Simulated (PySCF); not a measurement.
Species: C4H8O2S2Si.
Cartesian coordinates in Å at the GFN2-xTB level; atoms count from 1:
```
atom  x, y, z in Å
C1    -2.4157    0.1283   -0.9694
C2    -1.5746   -1.1347   -0.9758
O3    -0.2201   -0.8559   -0.6917
Si4    0.4099   -0.3535    0.6913
O5    -0.5491   -0.8699    1.8995
S6     0.7558    1.7682    0.8262
C7     2.4941    1.6569    0.9273
C8     3.1660    0.5094    0.9307
S9     2.4225   -1.0664    0.8341
H10   -3.4403   -0.1060   -1.2437
H11   -2.4036    0.5719    0.0233
H12   -2.0121    0.8490   -1.6760
H13   -1.5805   -1.6062   -1.9617
H14   -1.9461   -1.8425   -0.2305
H15   -0.3424   -0.7267    2.8215
H16    2.9890    2.6106    0.9857
H17    4.2400    0.4797    0.9927
```

NICS = −σ at a ghost point: NICS(0) at the centroid of the ring atoms, NICS(1) 1 Å to either side along the normal of their mean plane, zz for the tensor component along that normal. Level: GIAO PBE0/pcSseg-1 (PySCF, non-relativistic, gas phase) on the GFN2-xTB geometry, one conformer.

Ring bond lengths (Å), with Mayer bond orders in brackets: Si4–S6 2.154 (0.92), S6–C7 1.745 (1.09), C7–C8 1.330 (1.79), C8–S9 1.745 (1.09), S9–Si4 2.140 (0.93).

Problem. Give the NICS values of each ring in ppm.

Solution. 
| ring | type | NICS(0) | NICS(1), two faces | NICS(1)zz, two faces | rms pucker (Å) | centre to ring atoms, mean (Å) |
| --- | --- | --- | --- | --- | --- | --- |
| Si4–S6–C7–C8–S9 | 5-membered ring with 2 S and Si; formal bonds 1 double, 4 single | -8.0 | -5.0 / -5.0 | -4.7 / -4.6 | 0.01 | 1.53 |

Problem. What do they say, and how far can they be read as aromaticity?

Solution. 
- Si4–S6–C7–C8–S9: mean NICS(1)zz -4.7 ppm, shielded. Si4 has four or more neighbours, so the value isn't read as a sign of a π ring current.

Problem. What field does 14.1 T along the ring normal induce along that normal at the second NICS(1) probe listed for ring Si4–S6–C7–C8–S9, 1 Å off the ring?

Solution. NICSzz × B0 = -4.6 ppm × 14.1 T = -65 μT, against the applied field.

Problem. What are the shieldings of the ring atoms and their hydrogens in the same run (means over atoms taken as equivalent)?

Solution. 
```tsv
atoms	environment	σ isotropic (ppm)
Si4	oxygen-bound silicon	344.7
S6 (×2)	sulfur bonded to C and Si	526.6
C7 (×2)	alkene CH carbon	64.1
H16 (×2)	vinylic hydrogen	25.86
```
